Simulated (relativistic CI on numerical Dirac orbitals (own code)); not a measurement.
**Charge states of lead**

These numbers are calculated, not measured: Dirac-Coulomb-Breit CI, KLI orbitals optimised for each configuration, model QED, valence Slater integrals scaled by 0.9 (own radial code, finite nucleus).

Each species is treated in one configuration, given outside its closed core. Radial values are for the open shell of highest l, unscaled and averaged over j; ζ includes the Breit term. Labels give the leading LS character, summed over repeated terms.

```csv
Ion,Configuration,Its lowest level,LS weight (%),ζ (cm⁻¹),g_J,g√(J(J+1)),F² (cm⁻¹),F⁴ (cm⁻¹)
Pb⁴⁸⁺,3d10 4s2 4p4,3P_2,69,884500,1.337,3.28,286300,
Pb⁴⁹⁺,3d10 4s2 4p3,J = 3/2 (mixed),48,895100,1.349,2.61,287500,
Pb⁵⁰⁺,3d10 4s2 4p2,3P_0,69,905800,,0.00,288700,
Pb⁵¹⁺,3d10 4s2 4p,2P°_1/2,100,916500,0.657,0.57,,
Pb⁵²⁺,3d10 4s2,1S_0,100,,,0.00,,
Pb⁵³⁺,3d10 4s,2S_1/2,100,,1.993,1.73,,
Pb⁵⁴⁺,3d10,1S_0,100,,,0.00,,
Pb⁵⁵⁺,3d9,2D_5/2,100,352800,1.186,3.51,,
Pb⁵⁶⁺,3d8,3F_4,85,358700,1.198,5.36,668900,431700
Pb⁵⁷⁺,3d7,4F_9/2,55,364700,1.205,6.00,674200,435300
Pb⁵⁸⁺,3d6,J = 4 (mixed),42,370800,1.216,5.44,679400,438900
Pb⁵⁹⁺,3d5,J = 5/2 (mixed),27,377000,1.237,3.66,684600,442400
Pb⁶⁰⁺,3d4,3P_0,61,383300,,0.00,689800,446000
Pb⁶¹⁺,3d3,J = 3/2 (mixed),42,389700,0.740,1.43,695000,449500
Pb⁶²⁺,3d2,3F_2,71,396100,0.765,1.87,700200,453000
Pb⁶³⁺,3d,2D_3/2,100,402700,0.783,1.52,,
Pb⁶⁴⁺,3s2 3p6,1S_0,100,,,0.00,,
Pb⁶⁵⁺,3s2 3p5,2P°_3/2,100,3.091e+06,1.317,2.55,,
Pb⁶⁶⁺,3s2 3p4,3P_2,68,3.123e+06,1.323,3.24,604300,
Pb⁶⁷⁺,3s2 3p3,J = 3/2 (mixed),49,3.154e+06,1.329,2.57,606700,
Pb⁶⁸⁺,3s2 3p2,3P_0,68,3.186e+06,,0.00,609200,
Pb⁶⁹⁺,3s2 3p,2P°_1/2,100,3.218e+06,0.642,0.56,,
Pb⁷⁰⁺,3s2,1S_0,100,,,0.00,,
Pb⁷¹⁺,3s,2S_1/2,100,,1.978,1.71,,
```
